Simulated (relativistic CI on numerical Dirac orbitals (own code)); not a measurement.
## Charge states of platinum

Method of calculation: Dirac-Coulomb-Breit CI, separate exchange-only KLI orbitals for each configuration, model QED, valence Slater integrals scaled by 0.9 (own radial code, finite nucleus).

Each species is treated in one configuration, given outside its closed core. Radial values are for the open shell of highest l, unscaled and averaged over j; ζ includes the Breit term. Labels give the leading LS character, summed over repeated terms.

| Ion | Configuration | Its lowest level | LS weight (%) | ζ (cm⁻¹) | Next level | E (cm⁻¹) | g_J | g√(J(J+1)) |
| --- | --- | --- | --- | --- | --- | --- | --- | --- |
| Pt⁷²⁺ | 2s2 2p2 | 3P_0 | 68 | 9.921e+06 | 3P_1 | 1.4581e+07 |  | 0.00 |
| Pt⁷³⁺ | 2s2 2p | ? | ? | ? | ? | ? | ? | ? |
| Pt⁷⁴⁺ | 2s2 | 1S_0 | 100 |  |  |  |  | 0.00 |
| Pt⁷⁵⁺ | 2s | 2S_1/2 | 100 |  |  |  | 1.944 | 1.68 |
| Pt⁷⁶⁺ | 1s2 | 1S_0 | 100 |  |  |  |  | 0.00 |

Q: Fill in the row of Pt⁷³⁺.

A: Its lowest level 2P°_1/2; LS weight (%) 100; ζ (cm⁻¹) 1.005e+07; Next level 2P°_3/2; E (cm⁻¹) 1.5091e+07; g_J 0.609; g√(J(J+1)) 0.53.
